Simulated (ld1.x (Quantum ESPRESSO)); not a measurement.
Cr: one change to an RRKJ potential, before and after

```
Element                 : Cr (Z = 24)
Generator               : ld1.x (Quantum ESPRESSO) 7.5
Type                    : norm-conserving RRKJ (Kleinman–Bylander form)
Functional              : LDA (PZ)
Relativity              : scalar-relativistic
Frozen core             : [Ar]
Valence charge          : 6
Reference configuration : 3d5 4s0.5 4p0.5
Partial waves           : 4s (bound): rc 2.75 bohr; 4p (bound): rc 3.80 bohr; 3d (bound): rc 1.30 bohr
Local potential         : all-electron potential smoothed inside 1.45 bohr (lloc = -1)
Core correction         : none
rho0                    : 0.02
```

Change: wave 3d (bound): rc 1.30 bohr becomes 3d (bound): rc 0.98 bohr.

Cutoffs: the cutoffs (Ry, on a coarse ladder) from which the occupation-weighted sum of valence levels, in a spherical-Bessel basis at the reference potential, stays within 10 and 1 mRy of its value at 400 Ry; they do not see the model core or the augmentation charge, which bear on the density cutoff. Errors are all-electron minus pseudo energies relative to the spin-unpolarised reference configuration.

Predict the effect on cutoff, ghosts and configuration errors.

The potential gets harder (90 Ry and 110 Ry → 160 Ry and 180 Ry); both files keep a bound ghost (s); of the 9 tests that both files solve, the error grows in 0 and shrinks in 2 by more than 15 % and 0.3 meV (median size 35.1 → 33.8 meV). A smaller radius makes the pseudo-wave follow the all-electron one further in, where it bends more sharply, so more plane waves are needed.

```csv
quantity,base,changed
"cutoff, loose",90 Ry,160 Ry
"cutoff, tight",110 Ry,180 Ry
loose cutoff by channel (10 mRy a level),"s 18 Ry, p 6 Ry, d 90 Ry","s 18 Ry, p 6 Ry, d 140 Ry"
bound ghosts,s,s
"error for 3d5 4s1 4p0, meV [ΔE -1.58 eV]",+2.7,+2.3
"error for 3d5 4s0 4p0, meV [ΔE 5.56 eV]",+9.6,+8.2
"error for 3d4 4s0 4p0, meV [ΔE 21.91 eV]",-35,-34
"error for 3d5 4s0.5 4p0, meV [ΔE 1.24 eV]",-1.5,-1.6
"error for 3d4 4s1 4p1, meV [ΔE 2.04 eV]",-48,-54
"error for 3d6 4s0 4p0, meV [ΔE 0.15 eV]",+1.3,+0.7
"error for 3d4 4s2 4p0, meV [ΔE -1.63 eV]",+52,+42
"error for 3d5 4s0.5 4p0.5 (spin-polarised), meV [ΔE -4.81 eV]",+6068,+6148
"error for 3d5 4s1 4p0 (spin-polarised), meV [ΔE -6.49 eV]",+6057,+6141
s: phases at 4.12 bohr within 0.05 rad from the reference energy up to (Ry; the scan ends near 5),0.9,0.9
p: phases at 4.12 bohr within 0.05 rad from the reference energy up to (Ry; the scan ends near 5),0.7,0.7
d: phases at 4.12 bohr within 0.05 rad from the reference energy up to (Ry; the scan ends near 5),2.5,2.6
```

 A true bound ghost makes a file unfit for plane-wave use even where its test errors are small: the radial tests pick states by their node count and pass the ghost by.
